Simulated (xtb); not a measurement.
xtb input (GFN1-xTB):

```bash
xtb mol.xyz --gfn 1 --sp --chrg 0 --uhf 0
```
mol.xyz:
```
10

C      2.03662140     0.19855848    -1.01463783
In     0.00172260     0.04955240    -0.31937012
C     -2.02560350     0.12362542    -1.04803333
Cl    -0.01097697    -0.31908239     2.04799090
H      2.51022572     1.03865786    -0.50798236
H      2.08650167     0.34123262    -2.09207398
H      2.56051797    -0.71494504    -0.73630646
H     -2.06360315     0.29795289    -2.12129673
H     -2.54805584     0.92293621    -0.52397311
H     -2.50949245    -0.82260475    -0.80904945
```

Output:

```
           -------------------------------------------------
          |                Calculation Setup                |
           -------------------------------------------------

           -------------------------------------------------
          |                 G F N 1 - x T B                 |
           -------------------------------------------------

        Reference                      10.1021/acs.jctc.7b00118
      * Hamiltonian:
        H0-scaling (s, p, d)           1.850000    2.250000    2.000000
        zeta-weighting                 0.000000
      * Dispersion:
        s8                             2.400000
        a1                             0.630000
        a2                             5.000000
        s9                             0.000000
      * Repulsion:
        kExp                           1.500000
        rExp                           1.000000
      * Coulomb:
        alpha                          2.000000
        third order                    atomic
        anisotropic                    false
      * Halogen bond correction:
        rad-scale                      1.300000
        damping                        0.440000

          ...................................................
          :                      SETUP                      :
          :.................................................:
          :  # basis functions                  40          :
          :  # atomic orbitals                  38          :
          :  # shells                           22          :
          :  # electrons                        24          :
          :  # halogen bonds                     0          :
          :  max. iterations                   250          :
          :  Hamiltonian                  GFN1-xTB          :
          :  restarted?                      false          :
          :  GBSA solvation                  false          :
          :  PC potential                    false          :
          :  electronic temp.          300.0000000     K    :
          :  accuracy                    1.0000000          :
          :  -> integral cutoff          0.2500000E+02      :
          :  -> integral neglect         0.1000000E-07      :
          :  -> SCF convergence          0.1000000E-05 Eh   :
          :  -> wf. convergence          0.2000000E-04 e    :
          :  Broyden damping             0.4000000          :
          :  net charge                          0          :
          :  unpaired electrons                  0          :
          ...................................................

 iter      E             dE          RMSdq      gap      omega  full diag
   1    -13.3573852 -0.133574E+02  0.694E+00    4.74       0.0  T
   2    -13.3650172 -0.763196E-02  0.424E+00    4.83       1.0  T
   3    -13.3652403 -0.223155E-03  0.466E-01    4.89       1.0  T
   4    -13.3658146 -0.574213E-03  0.979E-02    4.85       1.0  T
   5    -13.3658723 -0.577609E-04  0.509E-02    4.86       1.0  T
   6    -13.3658803 -0.802605E-05  0.771E-03    4.86       4.1  T
   7    -13.3658805 -0.166474E-06  0.413E-04    4.86      76.6  T
   8    -13.3658805 -0.732625E-09  0.792E-05    4.86     399.1  T
   9    -13.3658805 -0.522782E-11  0.237E-05    4.86    1335.8  T

   *** convergence criteria satisfied after 9 iterations ***

         #    Occupation            Energy/Eh            Energy/eV
      -------------------------------------------------------------
         1        2.0000           -0.8634114             -23.4946
       ...           ...                  ...                  ...
         6        2.0000           -0.5161937             -14.0463
         7        2.0000           -0.5156873             -14.0326
         8        2.0000           -0.5127391             -13.9523
         9        2.0000           -0.4463449             -12.1457
        10        2.0000           -0.4450867             -12.1114
        11        2.0000           -0.4433547             -12.0643
        12        2.0000           -0.4083463             -11.1117 (HOMO)
        13                         -0.2297193              -6.2510 (LUMO)
        14                         -0.1587450              -4.3197
        15                         -0.1451524              -3.9498
        16                         -0.1433379              -3.9004
        17                         -0.1369280              -3.7260
       ...                                ...                  ...
        38                          0.6979267              18.9916
      -------------------------------------------------------------
                  HL-Gap            0.1786270 Eh            4.8607 eV
             Fermi-level           -0.3190328 Eh           -8.6813 eV

 SCC (total)                   0 d,  0 h,  0 min,  0.009 sec
 SCC setup                      ...        0 min,  0.000 sec (  1.018%)
 Dispersion                     ...        0 min,  0.000 sec (  0.490%)
 classical contributions        ...        0 min,  0.000 sec (  0.181%)
 integral evaluation            ...        0 min,  0.002 sec ( 22.941%)
 iterations                     ...        0 min,  0.002 sec ( 28.042%)
 molecular gradient             ...        0 min,  0.004 sec ( 45.505%)
 printout                       ...        0 min,  0.000 sec (  1.657%)

         :::::::::::::::::::::::::::::::::::::::::::::::::::::
         ::                     SUMMARY                     ::
         :::::::::::::::::::::::::::::::::::::::::::::::::::::
         :: total energy             -13.247989957999 Eh    ::
         :: gradient norm              0.016537077654 Eh/a0 ::
         :: HOMO-LUMO gap              4.860688526612 eV    ::
         ::.................................................::
         :: SCC energy               -13.365880508610 Eh    ::
         :: -> electrostatic           0.009110298772 Eh    ::
         :: repulsion energy           0.120794796160 Eh    ::
         :: dispersion energy         -0.002904245549 Eh    ::
         :: halogen bond corr.         0.000000000000 Eh    ::
         :: add. restraining           0.000000000000 Eh    ::
         :: total charge              -0.000000000000 e     ::
         :::::::::::::::::::::::::::::::::::::::::::::::::::::

           -------------------------------------------------
          |                Property Printout                |
           -------------------------------------------------

    * Orbital Energies and Occupations

         #    Occupation            Energy/Eh            Energy/eV
      -------------------------------------------------------------
         1        2.0000           -0.8634114             -23.4946
         2        2.0000           -0.6805994             -18.5201
         3        2.0000           -0.6224404             -16.9375
         4        2.0000           -0.5901963             -16.0601
         5        2.0000           -0.5180757             -14.0976
         6        2.0000           -0.5161937             -14.0463
         7        2.0000           -0.5156873             -14.0326
         8        2.0000           -0.5127391             -13.9523
         9        2.0000           -0.4463449             -12.1457
        10        2.0000           -0.4450867             -12.1114
        11        2.0000           -0.4433547             -12.0643
        12        2.0000           -0.4083463             -11.1117 (HOMO)
        13                         -0.2297193              -6.2510 (LUMO)
        14                         -0.1587450              -4.3197
        15                         -0.1451524              -3.9498
        16                         -0.1433379              -3.9004
        17                         -0.1369280              -3.7260
Note: The following floating-point exceptions are signalling: IEEE_DENORMAL
normal termination of xtb
        18                         -0.1306984              -3.5565
        19                         -0.1158636              -3.1528
        20                         -0.1134996              -3.0885
        21                         -0.0717585              -1.9526
        22                         -0.0168184              -0.4577
        23                         -0.0084570              -0.2301
       ...                                ...                  ...
        38                          0.6979267              18.9916
      -------------------------------------------------------------
                  HL-Gap            0.1786270 Eh            4.8607 eV
             Fermi-level           -0.3190328 Eh           -8.6813 eV

  Mulliken/CM5 charges         n(s)   n(p)   n(d)
     1C    -0.16943 -0.32201   0.993  3.177  0.000
     2In    0.46440  0.46861   1.580  0.807  0.148
     3C    -0.16944 -0.32202   0.993  3.177  0.000
     4Cl   -0.37378 -0.38302   1.909  5.468 -0.002
     5H     0.04517  0.09697   0.955  0.000  0.000
     6H     0.03344  0.08489   0.967  0.000  0.000
     7H     0.04552  0.09735   0.954  0.000  0.000
     8H     0.03343  0.08488   0.967  0.000  0.000
     9H     0.04540  0.09722   0.955  0.000  0.000
    10H     0.04529  0.09711   0.955  0.000  0.000

Wiberg/Mayer (AO) data.
largest (>0.10) Wiberg bond orders for each atom

 ---------------------------------------------------------------------------
     #   Z sym  total        # sym  WBO       # sym  WBO       # sym  WBO
 ---------------------------------------------------------------------------
     1   6 C    3.980 --     6 H    0.977     7 H    0.968     5 H    0.968
                             2 In   0.650     3 C    0.301     4 Cl   0.113
     2  49 In   2.279 --     4 Cl   0.811     1 C    0.650     3 C    0.650
     3   6 C    3.980 --     8 H    0.977     9 H    0.968    10 H    0.968
                             2 In   0.650     1 C    0.301     4 Cl   0.113
     4  17 Cl   1.046 --     2 In   0.811     1 C    0.113     3 C    0.113
     5   1 H    1.001 --     1 C    0.968
     6   1 H    1.003 --     1 C    0.977
     7   1 H    1.001 --     1 C    0.968
     8   1 H    1.003 --     3 C    0.977
     9   1 H    1.001 --     3 C    0.968
    10   1 H    1.001 --     3 C    0.968
 ---------------------------------------------------------------------------

Topologies differ in total number of bonds
Writing topology from bond orders to xtbtopo.mol

 dipole moment from electron density (au)
     X       Y       Z
   0.0112   0.3231  -2.0730  total (Debye):    5.333

           -------------------------------------------------
          | TOTAL ENERGY              -13.247989957999 Eh   |
          | GRADIENT NORM               0.016537077654 Eh/α |
          | HOMO-LUMO GAP               4.860688526612 eV   |
           -------------------------------------------------

------------------------------------------------------------------------
------------------------------------------------------------------------
 total:
 SCF:
```
